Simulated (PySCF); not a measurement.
Bi(F)3, SMILES [F][Bi]([F])[F] (PBE0/def2-SVP optimised geometry):

```
4

Bi    -0.907    -1.003     0.000
F      1.109    -1.003     0.000
F     -1.109     1.003     0.000
F     -1.107    -1.227     1.993
```

Method: PBE0/def2-TZVP, def2 effective core potentials past Kr (PySCF).

What are the frontier orbital energies and the dipole moment?

HOMO-2 -11.10 eV, HOMO-1 -11.04 eV, HOMO -10.14 eV, LUMO -1.86 eV, LUMO+1 -1.86 eV; dipole moment 5.25 D.

On the same geometry PBE/def2-TZVP, def2 effective core potentials past Kr (PySCF) gives HOMO-2 -9.08 eV, HOMO-1 -8.98 eV, HOMO -8.57 eV, LUMO -2.56 eV, LUMO+1 -2.55 eV; dipole moment 4.89 D.
